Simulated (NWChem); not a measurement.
System: C2H4BNO2; SMILES B(O)(C)OC#N

Here is an NWChem input.

```
start job
memory heap 200 mb stack 900 mb global 1100 mb
geometry units angstroms noautoz
  C      0.674107     2.194901     0.000942
  B     -0.055375     0.821686     0.000700
  O     -1.387633     0.676362     0.000398
  O      0.776848    -0.339627     0.000407
  C      0.245439    -1.504246    -0.000202
  N     -0.252345    -2.554058    -0.000761
  H     -0.031626     3.035457     0.006180
  H      1.334560     2.276966     0.879276
  H      1.325413     2.281163    -0.883909
  H     -1.711714    -0.235750    -0.000073
end
basis spherical
  * library def2-svp
end
dft
  xc becke88 lyp
  iterations 150
  mulliken
end
task dft energy
```

The geometry was optimised at PBE0/def2-SVP.

Q: Predict the main results of this run. (BLYP/def2-SVP.) Quantities: energy (Ha); highest occupied level (eV); orbital gap (eV); dipole (D).

A: 
- energy (Ha): -308.44
- highest occupied level (eV): -7.33
- orbital gap (eV): 6.63
- dipole (D): 2.68
